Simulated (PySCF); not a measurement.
A structure optimised at PBE0-D3(BJ)/def2-TZVP, used in a PySCF frequency run:

```xyz
5

Mg     0.0000     0.0000    -0.0031
O      0.0580    -1.7661     0.0070
O     -0.0580     1.7661     0.0070
H     -0.3105    -2.6381    -0.0376
H      0.3105     2.6381    -0.0376
```
Charge 0, spin multiplicity 1.

### Question
Write its SMILES, formula and point group.

### Answer
[OH][Mg][OH], H₂MgO₂, C2

### Question
What are its rotational constants (standard atomic weights)?

### Answer
1784.5, 4.4383, 4.4277 GHz
